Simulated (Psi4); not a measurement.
C$_{3}$H$_{12}$Si$_{3}$, charge -1, doublet, at a GFN2-xTB geometry (a state made from the parent by changing its charge; the spin is typed, not shown lowest) (a gas-phase anion, which may not be bound at this level); CCSD(T)/STO-3G (Psi4 1.11).

Input for Psi4:
```
memory 2 GB

molecule {
-1 2
C    -0.69743713    1.26976589   -0.97373762
Si    1.12787997    1.47841563   -0.40851613
C     1.82518887   -0.28718415   -0.26649115
Si    0.74443632   -1.48928787    0.72423978
C    -1.09043530   -1.49492203    0.24691222
Si   -1.88597124    0.22998919    0.12218374
H    -0.68788460    0.82141839   -1.97418819
H    -1.13373573    2.26502458   -1.11022122
H     2.01309083    2.22895841   -1.33983613
H     1.09557657    2.30444820    0.81739520
H     2.00332176   -0.67077254   -1.27457613
H     2.80554758   -0.26000967    0.21422860
H     1.35714351   -2.79292895    1.13710652
H     0.70945790   -0.81796611    2.10482441
H    -1.61842874   -2.09255168    0.99323311
H    -1.23951181   -2.01405024   -0.70355545
H    -2.07459816    0.99126794    1.37562160
H    -3.26270843    0.04356611   -0.41083672
}

set {
  basis sto-3g
  reference uhf
  freeze_core true
  mp2_type conv
  scf_type pk
  puream true
  d_convergence 1e-8
}

energy('ccsd(t)')
print_variables()
```

Output, abridged:

```
   => Loading Basis Set <=

    Name: STO-3G
    Role: ORBITAL
    Keyword: BASIS

         ---------------------------------------------------------
                                   SCF
               by Justin Turney, Rob Parrish, Andy Simmonett
                          and Daniel G. A. Smith
                              UHF Reference
         ---------------------------------------------------------

  ==> Geometry <==

    Molecular point group: c1
    Full point group: C1

    Geometry (in Angstrom), charge = -1, multiplicity = 2:

       Center              X                  Y                   Z               Mass
    ------------   -----------------  -----------------  -----------------  -----------------
         C           -0.697685479922     1.269852314087    -0.974944692262    12.000000000000
         SI           1.127631620078     1.478502054087    -0.409723202262    27.976926534650
         C            1.824940520078    -0.287097725913    -0.267698222262    12.000000000000
         SI           0.744187970078    -1.489201445913     0.723032707738    27.976926534650
         C           -1.090683649922    -1.494835605913     0.245705147738    12.000000000000
         SI          -1.886219589922     0.230075614087     0.120976667738    27.976926534650
         H           -0.688132949922     0.821504814087    -1.975395262262     1.007825032230
         H           -1.133984079922     2.265111004087    -1.111428292262     1.007825032230
         H            2.012842480078     2.229044834087    -1.341043202262     1.007825032230
         H            1.095328220078     2.304534624087     0.816188127738     1.007825032230
         H            2.003073410078    -0.670686115913    -1.275783202262     1.007825032230
         H            2.805299230078    -0.259923245913     0.213021527738     1.007825032230
         H            1.356895160078    -2.792842525913     1.135899447738     1.007825032230
         H            0.709209550078    -0.817879685913     2.103617337738     1.007825032230
         H           -1.618677089922    -2.092465255913     0.992026037738     1.007825032230
         H           -1.239760159922    -2.013963815913    -0.704762522262     1.007825032230
         H           -2.074846509922     0.991354364087     1.374414527738     1.007825032230
         H           -3.262956779922     0.043652534087    -0.412043792262     1.007825032230

  Running in c1 symmetry.

  Rotational constants: A =      0.06637  B =      0.06074  C =      0.03460 [cm^-1]
  Rotational constants: A =   1989.60485  B =   1821.05507  C =   1037.40945 [MHz]
  Nuclear repulsion =  443.580048589758917

  Charge       = -1
  Multiplicity = 2
  Electrons    = 73
  Nalpha       = 37
  Nbeta        = 36

  ==> Algorithm <==

  SCF Algorithm Type is PK.
  DIIS enabled.
  MOM disabled.
  Fractional occupation disabled.
  Guess Type is SAD.
  Energy threshold   = 1.00e-08
  Density threshold  = 1.00e-08
  Integral threshold = 1.00e-12

  ==> Primary Basis <==

  Basis Set: STO-3G
    Blend: STO-3G
    Number of shells: 36
    Number of basis functions: 54
    Number of Cartesian functions: 54
    Spherical Harmonics?: true
    Max angular momentum: 1

  ==> Integral Setup <==

  Using in-core PK algorithm.
   Calculation information:
      Number of atoms:                  18
      Number of AO shells:              36
      Number of primitives:            108
      Number of atomic orbitals:        54
      Number of basis functions:        54

      Integral cutoff                 1.00e-12
      Number of threads:                 1

  Performing in-core PK
  Using 2206710 doubles for integral storage.
  We computed 190756 shell quartets total.
  Whereas there are 222111 unique shell quartets.

  ==> DiskJK: Disk-Based J/K Matrices <==

    J tasked:                  Yes
    K tasked:                  Yes
    wK tasked:                  No
    Schwarz Cutoff:          1E-12

  Minimum eigenvalue in the overlap matrix is 2.4400633169E-01.
  Reciprocal condition number of the overlap matrix is 1.0356180344E-01.
    Using symmetric orthogonalization.

  ==> Pre-Iterations <==

  SCF Guess: Superposition of Atomic Densities via on-the-fly atomic UHF (no occupation information).

   -------------------------
    Irrep   Nso     Nmo
   -------------------------
     A         54      54
   -------------------------
    Total      54      54
   -------------------------

  ==> Iterations <==

                        Total Energy        Delta E     RMS |[F,P]|

   @UHF iter SAD:  -970.10249321504295   -9.70102e+02   0.00000e+00
   @UHF iter   1:  -975.68120817850968   -5.57871e+00   3.43742e-03 DIIS/ADIIS
   @UHF iter   2:  -975.71592260290072   -3.47144e-02   1.07246e-03 DIIS/ADIIS
   @UHF iter   3:  -975.72059897543159   -4.67637e-03   4.89244e-04 DIIS/ADIIS
   @UHF iter   4:  -975.72220811930606   -1.60914e-03   2.04650e-04 DIIS/ADIIS
   @UHF iter   5:  -975.72269955883053   -4.91440e-04   1.04232e-04 DIIS/ADIIS
   @UHF iter   6:  -975.72284673225431   -1.47173e-04   4.64451e-05 DIIS
   @UHF iter   7:  -975.72287398663036   -2.72544e-05   1.74950e-05 DIIS
   @UHF iter   8:  -975.72287656785136   -2.58122e-06   8.41619e-06 DIIS
   @UHF iter   9:  -975.72287708883880   -5.20987e-07   3.67769e-06 DIIS
   @UHF iter  10:  -975.72287721277996   -1.23941e-07   1.07290e-06 DIIS
   @UHF iter  11:  -975.72287722304532   -1.02654e-08   3.85885e-07 DIIS
   @UHF iter  12:  -975.72287722442286   -1.37754e-09   1.77460e-07 DIIS
   @UHF iter  13:  -975.72287722477211   -3.49246e-10   5.70272e-08 DIIS
   @UHF iter  14:  -975.72287722480223   -3.01270e-11   1.64970e-08 DIIS
   @UHF iter  15:  -975.72287722480337   -1.13687e-12   6.89987e-09 DIIS
  Energy and wave function converged.

  ==> Post-Iterations <==

   @Spin Contamination Metric:   1.693004912E-02
   @S^2 Expected:                7.500000000E-01
   @S^2 Observed:                7.669300491E-01
   @S   Expected:                5.000000000E-01
[...]
  @UHF Final Energy:  -975.72287722480337
    Total Energy =                       -975.7228772248033692
[...]
     7        -0.364917442422482    2.646e-03    0.020700    0.000000    0.000000    0.000000
     8        -0.365003981545818    1.860e-03    0.021555    0.000000    0.000000    0.000000
     9        -0.365018603040494    1.110e-03    0.021918    0.000000    0.000000    0.000000
    10        -0.365023013225122    6.233e-04    0.022185    0.000000    0.000000    0.000000
    11        -0.365009104509926    2.972e-04    0.022284    0.000000    0.000000    0.000000
    12        -0.365014971095938    1.175e-04    0.022296    0.000000    0.000000    0.000000
    13        -0.365018062171910    4.474e-05    0.022314    0.000000    0.000000    0.000000
    14        -0.365018837296955    1.883e-05    0.022310    0.000000    0.000000    0.000000
    15        -0.365018716455913    9.260e-06    0.022313    0.000000    0.000000    0.000000
    16        -0.365018505888235    3.420e-06    0.022314    0.000000    0.000000    0.000000
    17        -0.365018500690621    1.788e-06    0.022314    0.000000    0.000000    0.000000
    18        -0.365018538428041    6.770e-07    0.022315    0.000000    0.000000    0.000000
    19        -0.365018551516070    2.945e-07    0.022315    0.000000    0.000000    0.000000
    20        -0.365018551033278    1.376e-07    0.022315    0.000000    0.000000    0.000000
    21        -0.365018549167707    6.791e-08    0.022315    0.000000    0.000000    0.000000

    Iterations converged.

    Largest TIA Amplitudes:
             18   0         0.0908588417
             18   6         0.0634215261
             18   2        -0.0465775033
             16   1         0.0168960844
             18   5        -0.0161481340
             16  10         0.0156711745
             18   9         0.0150610264
             13   9        -0.0140166968
             17   9         0.0133890178
              5   8         0.0120538502

    Largest Tia Amplitudes:
              5   8        -0.0090699175
             15   9         0.0086245020
             15   8        -0.0062351036
              5   9        -0.0060530648
             15   3        -0.0052894846
              9   3        -0.0051202866
             17  11        -0.0050254108
              3   2        -0.0048169588
              4   1         0.0047681814
              3   5        -0.0047177340

    Largest TIJAB Amplitudes:
     18  16   6   1         0.0194430921
     18  16   6   3        -0.0121454419
     18  17  10   1        -0.0118818640
     18  16   2   1        -0.0113294399
     18  16   1   0        -0.0113017873
     18  12   1   0        -0.0111819135
     18  16  10   6        -0.0106215646
     18  15  10   1        -0.0104025133
     18  14   1   0        -0.0087259984
     18  16  10   2         0.0081400886

    Largest Tijab Amplitudes:
     14   6  13   5        -0.0069320720
     16  13   9   7        -0.0064342940
     14   9   5   0        -0.0061816032
     14  13   6   5         0.0056903840
     16  13   9   2        -0.0056351241
     16  14   9   6        -0.0055612157
     12   6  13   5        -0.0055483206
     16   8  16   9        -0.0055477267
     12   9   5   0        -0.0054673437
     16  13  17  10         0.0052725495

    Largest TIjAb Amplitudes:
     15  15   8   8         0.0589517339
     18  17   9  11        -0.0355619032
     16  16  10  10        -0.0334409800
     14  14   4   5        -0.0321587945
     17  17   9  11        -0.0321574885
     15   5   8   8         0.0298487768
     15  17   8   8         0.0279000543
      6   6  11  13        -0.0266625259
     18  17   9   3         0.0254752425
      6   6  12  13         0.0254717686

    SCF energy       (wfn)                    = -975.722877224803369
    Reference energy (file100)                = -975.722877224802914

    Opposite-spin MP2 correlation energy      =   -0.244301434019020
    Same-spin MP2 correlation energy          =   -0.032570541560745
    Singles MP2 correlation energy            =   -0.000000000000000
    MP2 correlation energy                    =   -0.276871975579765
      * MP2 total energy                      = -975.999749200382666

    Opposite-spin CCSD correlation energy     =   -0.337169423967838
    Same-spin CCSD correlation energy         =   -0.027849125199869
    Singles CCSD correlation energy           =    0.000000000000000
    CCSD correlation energy                   =   -0.365018549167707
      * CCSD total energy                     = -976.087895773970672

            **************************
            *                        *
            *        CCTRIPLES       *
            *                        *
            **************************

    Wave function   =    CCSD_T
    Reference wfn   =      UHF

    Nuclear Rep. energy (wfn)                =  443.580048589758917
    SCF energy          (wfn)                = -975.722877224803369
    Reference energy    (file100)            = -975.722877224802914
    CCSD energy         (file100)            =   -0.365018549167707
    Total CCSD energy   (file100)            = -976.087895773970672

    Number of ijk index combinations:
    Spin Case AAA:                                 969
    Spin Case BBB:                                 816
    Spin Case AAB:                                3078
    Spin Case ABB:                                2907
    AAA (T) energy                             =   -0.000092184274861
    BBB (T) energy                             =   -0.000033210838547
    AAB (T) energy                             =   -0.002315195701228
    ABB (T) energy                             =   -0.002260585017183
    (T) energy                                   =   -0.004701175831819
      * CCSD(T) total energy                     = -976.092596949802441

  Variable Map:
  ----------------------------------------------------------------------------
[...]
  Array Variable Map:
  ----------------------------------------------------------------------------
[...]
[...]
```
